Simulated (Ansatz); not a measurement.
Ansatz (a first-principles code) input (PBE/LANL2DZ): The .json file is the Basis Set Exchange's LANL2DZ.

Ansatz 0.2 input:
```yaml
crystal:
  periodic: [false, false, false]
  atoms:
    - {symbol: Os, position_ang: [0.00000000, 0.00000000, 0.00000000]}
basis:
  gaussian:
    orbitals: LANL2DZ.json
hamiltonian:
  xc: {name: PBE}
total_charge: -1
magnetization: {spin_polarized: true, initial_magnetization: 3}
scf: {lower_state_search: full}
```

Output:

```
Functional definition: PBE
integrals: 0.01 GiB planned
249 factors; their error is unknown
mean field: 0.07 GiB planned
mean field evaluation 1: about -2387.9616 eV, gradient 6.3e1 eV
mean field evaluation 2: about -2426.4699 eV, gradient 6.6e1 eV
mean field evaluation 4: about -2473.4680 eV, gradient 1.1e1 eV
mean field evaluation 8: about -2474.2789 eV, gradient 4.2e-1 eV
mean field evaluation 16: about -2474.2636 eV, gradient 2.8e-5 eV
mean field evaluation 32: about -2443.9674 eV, gradient 5.2e-2 eV
mean field evaluation 64: about -2472.8292 eV, gradient 1.1e-5 eV
mean field evaluation 96: about -2472.9853 eV, gradient 1.4e0 eV
mean field evaluation 128: about -2474.2636 eV, gradient 1.0e-5 eV
mean field evaluation 160: about -2473.4436 eV, gradient 8.5e0 eV
mean field evaluation 192: about -2474.1095 eV, gradient 3.3e-2 eV
mean field evaluation 224: about -2474.2636 eV, gradient 1.6e-6 eV
mean field evaluation 256: about -2474.2636 eV, gradient 2.2e-3 eV
mean field evaluation 288: about -2474.2798 eV, gradient 1.1e-1 eV
mean field evaluation 320: about -2474.2804 eV, gradient 2.8e-2 eV
mean field -2474.26360487 eV, -90.9275103630 hartree, gradient 3.2e-6 eV, S^2 3.751389; 17 other end points of the search recorded, 0 dependent functions left out
reference -2474.26362374 eV, -90.9275110562 hartree; 10, 7 occupied and 12, 15 virtual orbitals, 249 factors
Total energy: -2474.26362374 eV, -90.9275110562 hartree
```

The dipole moment of an ion depends on the origin.
